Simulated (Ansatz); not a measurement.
F₃In, singlet, geometry from GFN2-xTB (such geometries of metal compounds can be far from the true shape) (core potentials on In); WB97X-V/def2-SVPD (Ansatz, a first-principles code).

Ansatz was given this input:
Ansatz 0.2 input:
```yaml
crystal:
  periodic: [false, false, false]
  atoms:
    - {symbol: In, position_ang: [0.00000000, 0.00000000, 0.00000000]}
    - {symbol: F, position_ang: [-1.67769182, -1.02031088, 0.03026648]}
    - {symbol: F, position_ang: [0.01519865, 1.84496979, -0.67264826]}
    - {symbol: F, position_ang: [1.66249317, -0.82465891, 0.64238177]}
basis:
  gaussian:
    orbitals: def2-SVPD
hamiltonian:
  xc: {name: wB97X-V}
```

Task: What does Ansatz print? Leave out banner, timings and long lists.

Result: 
```
Functional definition: wB97X-V
921 factors; their error is unknown
324 factors; integrals over basis functions are off by at most 2.5e-5 eV
mean field evaluation 1: about -13311.0161 eV, gradient 5.9e1 eV
mean field evaluation 2: about -13307.2624 eV, gradient 8.2e1 eV
mean field evaluation 4: about -13317.1035 eV, gradient 4.9e-1 eV
mean field evaluation 8: about -13317.1820 eV, gradient 7.2e-3 eV
mean field -13317.18202080 eV, -489.3974125544 hartree, gradient 1.1e-5 eV, S^2 0.000000; 0 other end points of the search recorded, 0 dependent functions left out
reference -13317.18201828 eV, -489.3974124617 hartree; 24, 24 occupied and 77, 77 virtual orbitals, 921 factors
Total energy: -13317.18201828 eV, -489.3974124617 hartree
```
